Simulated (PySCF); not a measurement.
Predicted microwave data (PySCF 2.14.0, PBE0-D3(BJ)/def2-SVP geometry optimisation, gas phase) for one isomer of CH6BNO2:

| Item | Value |
| --- | --- |
| Rotational constants | A = 9275, B = 3729, C = 2705 MHz |
| Dipole components | \|μa\| = 0.23 D, \|μb\| = 1.92 D, \|μc\| = 0.02 D |
| Inertial defect | -3.21 u·Å² |
| κ | -0.69 |

Question: Which structure is it? (One computed conformer of each.)
A. `[NH2:1][CH2:2][B:3]([OH:4])[OH:5]` with H–N1–C2–B3 -58° and 54°, N1–C2–B3–O4 1°, C2–B3–O4–H 180°, C2–B3–O5–H 0°
B. `[CH3:1][NH:2][B:3]([OH:4])[OH:5]` with N2–B3–O4–H -178°, N2–B3–O5–H 1°

Answer: B. It is CNB(O)O, an asymmetric top. The candidates at the same level (rigid rotor, commonest isotopes):

| SMILES | A (MHz) | B (MHz) | C (MHz) | μa (D) | μb (D) | μc (D) | Δ (u·Å²) | point group | rotor |
| --- | --- | --- | --- | --- | --- | --- | --- | --- | --- |
| CNB(O)O | 9275 | 3729 | 2705 | 0.23 | 1.92 | 0.02 | -3.21 | near Cs | asymmetric top |
| NCB(O)O | 8955 | 3537 | 2609 | 1.85 | 0.41 | 0.00 | -5.64 | Cs | asymmetric top |

`NCB(O)O` has B 5 % too low. No structure here is proved a minimum.
